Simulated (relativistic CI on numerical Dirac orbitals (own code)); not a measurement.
Sensitivity of the levels of Hg53+ to α and to the nuclear radius

Method of calculation: Dirac-Coulomb-Breit CI, orbitals from a KLI potential per configuration, derivatives by finite differences, unscaled Slater integrals, QED left out (own radial code, finite nucleus).

Configuration list (outside the closed core [Ne]): 3s2 3p6 3d9, 3s2 3p5 3d10, 3s 3p6 3d10, 3s2 3p6 3d8 4s, 3s2 3p6 3d8 4p, 3s2 3p4 3d10 4s, 3s2 3p6 3d8 4d, 3s2 3p4 3d10 4p. Levels of other configurations are missing.

With x = (α/α₀)² − 1 an excitation energy changes as ω = ω₀ + qx; K = 2q/ω₀ is the relative enhancement. Terms are leading LS components, so labels can repeat. The field-shift factor is F = δν/δ⟨r²⟩ for the transition from the lowest level.

Lowest level 3s2 3p6 3d9 2D_5/2.

```csv
Level,ω₀ (cm⁻¹),q (cm⁻¹),K,F (GHz/fm²)
3s2 3p6 3d9 2D_3/2,783434,797000,2.03,28.4
3s2 3p5 3d10 2P°_3/2,4239607,983200,0.464,71.9
3s2 3p5 3d10 2P°_1/2,7917718,5.673e+06,1.43,-877
3s 3p6 3d10 2S_1/2,10150369,6.172e+06,1.22,-12700
3s2 3p6 3d8 4s 4F_9/2,15861262,-2.449e+06,-0.309,4720
3s2 3p6 3d8 4s 2F_7/2,15888843,-2.445e+06,-0.308,4710
3s2 3p6 3d8 4s 2D_5/2,15950035,-2.444e+06,-0.306,4720
3s2 3p6 3d8 4s 2D_3/2,15963675,-2.44e+06,-0.306,4710
3s2 3p6 3d8 4s 2S_1/2,16134473,-2.42e+06,-0.3,4720
3s2 3p6 3d8 4s 4F_7/2,16637310,-1.645e+06,-0.198,4740
3s2 3p6 3d8 4s 4F_5/2,16644807,-1.641e+06,-0.197,4740
3s2 3p6 3d8 4s 4P_5/2,16723934,-1.639e+06,-0.196,4740
3s2 3p6 3d8 4s 4P_3/2,16731071,-1.636e+06,-0.196,4740
3s2 3p6 3d8 4p 4D°_7/2,16767972,-2.259e+06,-0.269,582
3s2 3p6 3d8 4s 2G_9/2,16769913,-1.656e+06,-0.198,4740
3s2 3p6 3d8 4s 4P_3/2,16771274,-1.631e+06,-0.194,4740
3s2 3p6 3d8 4s 2G_7/2,16776448,-1.652e+06,-0.197,4740
3s2 3p6 3d8 4p 2G°_9/2,16779013,-2.262e+06,-0.27,582
3s2 3p6 3d8 4s 2P_1/2,16789266,-1.628e+06,-0.194,4740
3s2 3p6 3d8 4p 2D°_3/2,16852506,-2.255e+06,-0.268,582
3s2 3p6 3d8 4p 2F°_5/2,16858140,-2.256e+06,-0.268,582
3s2 3p6 3d8 4p 2P°_1/2,17034234,-2.232e+06,-0.262,584
3s2 3p6 3d8 4s 4F_3/2,17467003,-839300,-0.0961,4770
```

At this charge energies of transitions that change n are usually good to better than 1 %, and those within a shell (Δn = 0) to a few per cent.
